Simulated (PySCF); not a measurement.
**Electronic structure of Ca²⁺ (calcium, charge +2) at the TPSS level**

Configuration: [Ar], closed-shell 1S. Computed with PySCF 2.14 in aug-cc-pVDZ-X2C (6s5p3d, 36 functions), with scalar relativity by spin-free X2C-1e.

* Total energy: -679.812 hartree
* One-electron energy: -919.594 hartree
* Hartree (Coulomb) energy: 275.765 hartree
* Exchange-correlation energy: -35.983 hartree
* ⟨S²⟩: 0.0000
* ⟨L²⟩: 0.000
* Sum of ⟨r⟩: 12.72 bohr
* Sum of ⟨r²⟩: 15.39 bohr²
* Langevin diamagnetic susceptibility: -12.2 ×10⁻⁶ cm³/mol
* Time after the integrals: 0.52 s of wall time on 1 thread of Neoverse-N1 (shared host)

| shell | electrons | mean orbital energy (eV) | rms radius, mean of both spins (bohr) |
| --- | --- | --- | --- |
| 1s | 2 | -3974.0 | 0.0888 |
| 2s | 2 | -432.35 | 0.394 |
| 2p | 6 | -351.35 | 0.364 |
| 3s | 2 | -63.158 | 1.24 |
| 3p | 6 | -43.529 | 1.37 |

Densities and radii are taken from the X2C orbitals without a picture-change correction, which distorts them close to the nucleus.
